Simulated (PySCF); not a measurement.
PySCF input:

```python
from pyscf import gto, scf, dft

mol = gto.M(
    atom='''
    Sn   -0.00000000    0.00000000    0.00000000
    F     1.58922849   -0.94987449   -0.00796182
    F     0.02791970    1.85123663   -0.01075104
    F    -1.61714819   -0.90136214    0.01871286
    ''',
    basis='def2-tzvpd',
    ecp='def2-tzvp',
    charge=1,
    spin=0,
    verbose=4,
)

mf = dft.RKS(mol, xc='m062x').density_fit(auxbasis='def2-universal-jkfit')
mf.grids.level = 4
mf.conv_tol = 1e-9
mf.max_cycle = 100
mf.max_memory = 1500
mf.kernel()
if not mf.converged:
    mf = mf.newton()
    mf.kernel(mf.make_rdm1())
mf.analyze()
```

Problem. What final total energy does it print?

Solution. -513.50198 Eh (M06-2X/def2-TZVPD).
